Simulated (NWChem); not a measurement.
System: 1,4-dioxane (C4H8O2); SMILES C1COCCO1

NWChem printed, in part:

```
             Northwest Computational Chemistry Package (NWChem) 7.3.0
             --------------------------------------------------------

                             Geometry "geometry" -> ""
                             -------------------------

 Output coordinates in angstroms (scale by  1.889725989 to convert to a.u.)

  No.       Tag          Charge          X              Y              Z
 ---- ---------------- ---------- -------------- -------------- --------------
    1 C                    6.0000     1.14189900     0.67244200    -0.34901900
    2 C                    6.0000     1.13628600    -0.68102600     0.34926400
    3 O                    8.0000    -0.00540600    -1.45748200    -0.00081500
    4 C                    6.0000    -1.14189900    -0.67244200    -0.34901900
    5 C                    6.0000    -1.13628600     0.68102600     0.34926400
    6 O                    8.0000     0.00540600     1.45748200    -0.00081500
    7 H                    1.0000     2.04764700     1.24831400    -0.06231500
    8 H                    1.0000     1.18769600     0.51434300    -1.45500200
    9 H                    1.0000     2.03807500    -1.26362700     0.06377300
   10 H                    1.0000     1.18180100    -0.52333200     1.45532200
   11 H                    1.0000    -1.18769600    -0.51434300    -1.45500200
   12 H                    1.0000    -2.04764700    -1.24831400    -0.06231500
   13 H                    1.0000    -2.03807500     1.26362700     0.06377300
   14 H                    1.0000    -1.18180100     0.52333200     1.45532200

 Effective nuclear repulsion energy (a.u.)     263.0799326870

  pbe96 is a nonlocal functional; adding pw91lda local functional.

                                 NWChem DFT Module
                                 -----------------

 Summary of "ao basis" -> "ao basis" (spherical)
 ------------------------------------------------------------------------------
       Tag                 Description            Shells   Functions and Types
 ---------------- ------------------------------  ------  ---------------------
 C                          def2-svp                 6       14   3s2p1d
 O                          def2-svp                 6       14   3s2p1d
 H                          def2-svp                 3        5   2s1p

 in cosmo_initialize ...
 calling solv_data for solv:chcl3

 solvent parameters
 solvname_short: chcl3
 solvname_long:  chloroform
 dielec:        4.7113
 dielecinf:     2.0906
 nonaqueous SMD model solvent descriptors
 dielec:        4.7113
 sola:          0.1500
 solb:          0.0200
 solc:          0.0000
 solg:         38.3900
 solh:          0.7500
 soln:          1.4459

          ---------------
          -cosmo- solvent
          ---------------
 Cosmo: York-Karplus, doi: 10.1021/jp992097l
 dielectric constant -eps-     =   4.71
 screen = (eps-1)/(eps    )    =   0.78774
 surface charge correction     = lagrangian

   van der Waals surface
 --------------------------

 ---------- ATOMIC COORDINATES (A.U.) ------------ VDWR(ANG.) --
     1    2.15787622    1.27073112   -0.65955027     1.850
     2    2.14726918   -1.28695253    0.66001326     1.850
     3   -0.01021586   -2.75424161   -0.00154013     2.024
     4   -2.15787622   -1.27073112   -0.65955027     1.850
     5   -2.14726918    1.28695253    0.66001326     1.850
     6    0.01021586    2.75424161   -0.00154013     2.024
     7    3.86949175    2.35897141   -0.11775827     1.200
     8    2.24442000    0.97196733   -2.74955509     1.200
     9    3.85140329   -2.38790878    0.12051350     1.200
    10    2.23328006   -0.98895408    2.75015981     1.200
    11   -2.24442000   -0.97196733   -2.74955509     1.200
    12   -3.86949175   -2.35897141   -0.11775827     1.200
    13   -3.85140329    2.38790878    0.12051350     1.200
    14   -2.23328006    0.98895408    2.75015981     1.200
 number of segments per atom =        128
 number of   points per atom =        128
 atom (   nspa,  nppa )
 ----------------------
    1 (     28,     0 )       0
    2 (     27,     0 )       0
    3 (     62,     0 )       0
    4 (     28,     0 )       0
    5 (     27,     0 )       0
    6 (     62,     0 )       0
    7 (     55,     0 )       0
    8 (     53,     0 )       0
    9 (     55,     0 )       0
   10 (     54,     0 )       0
   11 (     53,     0 )       0
   12 (     55,     0 )       0
   13 (     55,     0 )       0
   14 (     54,     0 )       0
 number of -cosmo- surface points =      668
 molecular surface =    123.784 angstrom**2
 molecular volume  =    104.622 angstrom**3
 -lineq- algorithm             =   0
 -bem- low  level              =   3
 -bem- from -octahedral-
 gaussian surface charge width =   4.50000
 degree of switching           =   1.00000
 switching function tolerance  =   0.00010
 atomic radii =
 --------------
    1  6.000  1.850
    2  6.000  1.850
    3  8.000  2.024
    4  6.000  1.850
    5  6.000  1.850
    6  8.000  2.024
    7  1.000  1.200
    8  1.000  1.200
    9  1.000  1.200
   10  1.000  1.200
   11  1.000  1.200
   12  1.000  1.200
   13  1.000  1.200
   14  1.000  1.200
 ...... end of -cosmo- initialization ......

 nat:                    14
 ixmem:                 10563
 calling mnsol_interface()
 G(SMD-CDS) energy (kcal/mol)  =    -1.276
 SMD-CDS SASA (angstrom**2)    =   148.193

            General Information
            -------------------
          SCF calculation type: DFT
          Wavefunction type:  closed shell.
          No. of atoms     :    14
          No. of electrons :    48
           Alpha electrons :    24
            Beta electrons :    24
          Charge           :     0
          Spin multiplicity:     1
          Use of symmetry is: off; symmetry adaption is: off
          Maximum number of iterations: 150
          AO basis - number of functions:   124
                     number of shells:    60
          Convergence on energy requested:  1.00D-06
          Convergence on density requested:  1.00D-05
          Convergence on gradient requested:  5.00D-04

              XC Information
              --------------
          PerdewBurkeErnzerhof Exchange Functional  1.000
            Perdew 1991 LDA Correlation Functional  1.000 local
           PerdewBurkeErnz. Correlation Functional  1.000 non-local

             Grid Information
             ----------------
          Grid used for XC integration:  medium
          Radial quadrature: Mura-Knowles
          Angular quadrature: Lebedev.
          Tag              B.-S. Rad. Rad. Pts. Rad. Cut. Ang. Pts.
          ---              ---------- --------- --------- ---------
          C                   0.70       49          10.0       434
          O                   0.60       49          10.0       434
          H                   0.35       45          12.0       434
          Grid pruning is: on
          Number of quadrature shells:   654
          Spatial weights used:  Erf1

      Superposition of Atomic Density Guess
      -------------------------------------

 Sum of atomic energies:        -303.87578192

      Non-variational initial energy
      ------------------------------

 Total energy =    -307.434691
 1-e energy   =    -934.527274
 2-e energy   =     364.012651
 HOMO         =      -0.295478
 LUMO         =       0.105746

   convergence    iter        energy       DeltaE   RMS-Dens  Diis-err
 ---------------- ----- ----------------- --------- --------- ---------
     COSMO gas phase
 d= 0,ls=0.0,diis     1   -306.9450368175 -5.70D+02  1.29D-02  9.27D-01
 d= 0,ls=0.0,diis     2   -306.8374281197  1.08D-01  7.65D-03  2.12D+00
 d= 0,ls=0.0,diis     3   -307.0393859929 -2.02D-01  1.83D-03  9.99D-02
 d= 0,ls=0.0,diis     4   -307.0466203325 -7.23D-03  9.28D-04  1.31D-02
 d= 0,ls=0.0,diis     5   -307.0480852826 -1.46D-03  1.87D-04  5.54D-04
  Resetting Diis
 d= 0,ls=0.0,diis     6   -307.0481597036 -7.44D-05  6.87D-06  5.53D-07
 d= 0,ls=0.0,diis     7   -307.0481597687 -6.51D-08  2.68D-06  3.55D-08

   convergence    iter        energy       DeltaE   RMS-Dens  Diis-err
 ---------------- ----- ----------------- --------- --------- ---------
     COSMO solvation phase
 d= 0,ls=0.0,diis     1   -307.0552491271 -7.09D-03  1.03D-03  1.58D-03
 d= 0,ls=0.0,diis     2   -307.0554032226 -1.54D-04  3.48D-04  2.07D-03
 d= 0,ls=0.0,diis     3   -307.0556009845 -1.98D-04  8.26D-05  3.37D-04
 d= 0,ls=0.0,diis     4   -307.0556278071 -2.68D-05  2.75D-05  1.51D-05
 d= 0,ls=0.0,diis     5   -307.0556292891 -1.48D-06  9.33D-06  2.36D-06
 d= 0,ls=0.0,diis     6   -307.0556295834 -2.94D-07  6.32D-07  9.66D-09

         Total DFT energy =     -307.055629583420
      One electron energy =     -939.294573540969
           Coulomb energy =      410.678211541976
    Exchange-Corr. energy =      -41.448216590110
 Nuclear repulsion energy =      263.079932686964

             COSMO energy =       -0.070983681281

 Numeric. integr. density =       47.999891268305

                                COSMO-SMD solvation results
                                ---------------------------

             internal energy in gas <Psi(g)|H|Psi(g)> =      -307.048159768650
         internal energy in solvent <Psi(s)|H|Psi(s)> =      -307.047742040088
                               delta internal energy  =         0.000417728562 (    0.26 kcal/mol)
   total free energy in solvent <Psi(s)|H+V/2|Psi(s)> =      -307.053596677712
 polarization energy contribution <Psi(s)|V/2|Psi(s)> =        -0.005854637625 (   -3.67 kcal/mol)
    total free energy in solvent including G(SMD-CDS) =      -307.055629583420
                       G(SMD-CDS) energy contribution =        -0.002032905708 (   -1.28 kcal/mol)
     1 M fixed-concentration free energy of solvation =        -0.007469814770 (   -4.69 kcal/mol)

                       DFT Final Molecular Orbital Analysis
                       ------------------------------------

 Vector   22  Occ=2.000000D+00  E=-2.390592D-01
              MO Center= -5.6D-08, -5.6D-08, -1.5D-04, r^2= 3.4D+00
   Bfn.  Coefficient  Atom+Function         Bfn.  Coefficient  Atom+Function
  ----- ------------  ---------------      ----- ------------  ---------------
    33      0.339625   3 O  py               75     -0.339625   6 O  py
    36      0.256826   3 O  py               78     -0.256826   6 O  py
     5      0.228620   1 C  py               19     -0.228770   2 C  py
    47     -0.228620   4 C  py               61      0.228770   5 C  py
    95      0.128088   9 H  s               115      0.128088  13 H  s

 Vector   23  Occ=2.000000D+00  E=-2.101565D-01
              MO Center=  8.8D-09,  4.3D-08, -6.4D-04, r^2= 3.3D+00
   Bfn.  Coefficient  Atom+Function         Bfn.  Coefficient  Atom+Function
  ----- ------------  ---------------      ----- ------------  ---------------
    34      0.385979   3 O  pz               76      0.385979   6 O  pz
    37      0.281899   3 O  pz               79      0.281899   6 O  pz
    32     -0.154455   3 O  px               74      0.154455   6 O  px
    35     -0.131038   3 O  px               77      0.131038   6 O  px
    90      0.115581   8 H  s               100     -0.115428  10 H  s

 Vector   24  Occ=2.000000D+00  E=-1.962901D-01
              MO Center=  6.3D-09, -3.7D-08, -4.2D-04, r^2= 3.3D+00
   Bfn.  Coefficient  Atom+Function         Bfn.  Coefficient  Atom+Function
  ----- ------------  ---------------      ----- ------------  ---------------
    34      0.368848   3 O  pz               76     -0.368848   6 O  pz
    37      0.282187   3 O  pz               79     -0.282187   6 O  pz
    90     -0.176237   8 H  s               100     -0.176312  10 H  s
   105      0.176237  11 H  s               120      0.176312  14 H  s
    91     -0.173819   8 H  s               101     -0.173834  10 H  s

 Vector   25  Occ=0.000000D+00  E= 3.865055D-02
              MO Center=  7.8D-08,  1.6D-09,  1.1D-03, r^2= 8.0D+00
   Bfn.  Coefficient  Atom+Function         Bfn.  Coefficient  Atom+Function
  ----- ------------  ---------------      ----- ------------  ---------------
     3      0.844910   1 C  s                17      0.846421   2 C  s
    45      0.844910   4 C  s                59      0.846421   5 C  s
    91     -0.645333   8 H  s               101     -0.645570  10 H  s
   106     -0.645333  11 H  s               121     -0.645570  14 H  s
    86     -0.636127   7 H  s                96     -0.636388   9 H  s

 Vector   26  Occ=0.000000D+00  E= 6.411571D-02
              MO Center=  2.5D-08,  1.3D-08,  1.0D-02, r^2= 3.9D+00
   Bfn.  Coefficient  Atom+Function         Bfn.  Coefficient  Atom+Function
  ----- ------------  ---------------      ----- ------------  ---------------
    31      0.798667   3 O  s                73      0.798667   6 O  s
    17     -0.418161   2 C  s                59     -0.418161   5 C  s
     3     -0.394919   1 C  s                45     -0.394919   4 C  s
    21      0.348191   2 C  px               63     -0.348191   5 C  px
     7      0.345519   1 C  px               49     -0.345519   4 C  px

 Vector   27  Occ=0.000000D+00  E= 6.657878D-02
              MO Center= -7.4D-09,  5.5D-10, -9.3D-03, r^2= 6.8D+00
   Bfn.  Coefficient  Atom+Function         Bfn.  Coefficient  Atom+Function
  ----- ------------  ---------------      ----- ------------  ---------------
     3      1.108844   1 C  s                45      1.108844   4 C  s
    17     -1.099907   2 C  s                59     -1.099907   5 C  s
    91     -0.983644   8 H  s               106     -0.983644  11 H  s
   101      0.977957  10 H  s               121      0.977957  14 H  s
    22     -0.325067   2 C  py               64      0.325067   5 C  py

     Multipole analysis of the density
     ---------------------------------

     L   x y z        total         alpha         beta         nuclear
     -   - - -        -----         -----         ----         -------
     0   0 0 0     -0.000000    -24.000000    -24.000000     48.000000

     1   1 0 0      0.000000      0.000000      0.000000      0.000000
     1   0 1 0      0.000000      0.000000      0.000000      0.000000
     1   0 0 1      0.001585      0.006976      0.006976     -0.012366

     2   2 0 0    -22.751991   -106.811233   -106.811233    190.870476
     2   1 1 0     -0.037245     -0.019712     -0.019712      0.002179
     2   1 0 1     -0.000000     -0.000000     -0.000000      0.000000
     2   0 2 0    -32.567461   -109.786137   -109.786137    187.004813
     2   0 1 1     -0.000000     -0.000000     -0.000000      0.000000
     2   0 0 2    -26.834986    -33.793079    -33.793079     40.751172
```

Level: PBE/def2-SVP, SMD on the gas-phase geometry. Geometry: optimised at PBE-D3(BJ)/def2-SVP. Solvent: chloroform.

### Question
Write an input that gives this output.

### Answer
Several could match; the one computed here: the input that was run:
```
start job
memory heap 200 mb stack 900 mb global 1100 mb
geometry units angstroms noautosym nocenter noautoz
  C      1.141899     0.672442    -0.349019
  C      1.136286    -0.681026     0.349264
  O     -0.005406    -1.457482    -0.000815
  C     -1.141899    -0.672442    -0.349019
  C     -1.136286     0.681026     0.349264
  O      0.005406     1.457482    -0.000815
  H      2.047647     1.248314    -0.062315
  H      1.187696     0.514343    -1.455002
  H      2.038075    -1.263627     0.063773
  H      1.181801    -0.523332     1.455322
  H     -1.187696    -0.514343    -1.455002
  H     -2.047647    -1.248314    -0.062315
  H     -2.038075     1.263627     0.063773
  H     -1.181801     0.523332     1.455322
end
basis spherical
  C library def2-svp
  O library def2-svp
  H library def2-svp
end
dft
  xc xpbe96 cpbe96
  iterations 150
end
cosmo
  do_cosmo_smd true
  solvent chcl3
end
task dft energy
```
